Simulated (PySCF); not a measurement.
# Radial density of Xe (xenon, neutral)

UHF, [Kr] 4d10 5s2 5p5 6s1, 6s spin antiparallel (an excited configuration). Computed with PySCF 2.14 in aug-cc-pVQZ-DK3 (9s8p6d3f2g, 102 functions), with the spin-free X2C one-electron Hamiltonian (Gaussian nucleus).

| r (bohr) | 4πr²ρ (e/bohr) | 4πr²(ρα − ρβ) |
| --- | --- | --- |
| 0.0248 | 66.64 | 0.0082 |
| 0.0418 | 62.51 | 0.0222 |
| 0.0703 | 88.05 | 0.0199 |
| 0.118 | 75.43 | -0.0062 |
| 0.199 | 72.48 | 0.0407 |
| 0.335 | 52.39 | 0.0021 |
| 0.563 | 27.15 | 0.1078 |
| 0.946 | 19.21 | -0.0161 |
| 1.59 | 5.755 | 0.5280 |
| 2.68 | 2.174 | 0.3294 |
| 4.50 | 0.3472 | -0.2192 |
| 7.58 | 0.1020 | -0.1017 |
| 12.7 | 0.0002025 | -0.0002 |

Densities and radii are taken from the X2C orbitals without a picture-change correction, which distorts them close to the nucleus.

The outer electron is Rydberg-like, and this basis confines it to a smaller radius and binds it less than a complete one would. With the s spin flipped the determinant is a mixture of two multiplicities, not a spectroscopic state.
